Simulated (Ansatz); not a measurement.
The cluster Rb4H4⁻. The state is a doublet with charge -1. Geometry PBE0-D4/def2-SVPD; atoms count from 1.

```xyz
8

Rb    1.686   -0.920    0.699
Rb   -1.688    0.927   -0.687
Rb   -3.581   -2.339    0.729
Rb    3.583    2.332   -0.742
H     4.209    0.071    0.518
H    -1.001   -1.499    0.663
H    -4.207   -0.077   -0.528
H     0.999    1.504   -0.651
```

In the def2 sets Rb takes a core potential; there is no spin–orbit coupling. The highest occupied level of the relaxed charge -1 doublet lies above zero (up to 0.39 eV). By energy differences its removal costs 0.43 eV (each at its own geometry, to the charge 0 singlet, at PBE0-D4/def2-TZVPD); the vertical value is larger still, so the positive level points to self-interaction error. The structure comes from a short search, and lower isomers may exist.

Problem. Estimate the Mulliken populations from the PBE0/def2-TZVPD orbitals of Ansatz.

Solution. 
```json
{"atom": "Rb1", "charge (e)": "0.63", "spin (α − β)": "-0.03"}
{"atom": "Rb2", "charge (e)": "0.63", "spin (α − β)": "-0.03"}
{"atom": "Rb3", "charge (e)": "0.06", "spin (α − β)": "0.52"}
{"atom": "Rb4", "charge (e)": "0.06", "spin (α − β)": "0.52"}
{"atom": "H5", "charge (e)": "-0.56", "spin (α − β)": "0.01"}
{"atom": "H6", "charge (e)": "-0.63", "spin (α − β)": "0.00"}
{"atom": "H7", "charge (e)": "-0.56", "spin (α − β)": "0.01"}
{"atom": "H8", "charge (e)": "-0.63", "spin (α − β)": "0.00"}
```
Mulliken values and Mayer orders depend strongly on the basis. With diffuse functions, as here, like atoms can get unlike values, and bond orders can come out too low or too high.

Problem. Where does the spin sit?

Solution. Summed by element: Rb 0.98, H 0.02, of 1 unpaired in all. Largest on single atoms: Rb4 0.52, Rb3 0.52, Rb1 -0.03.
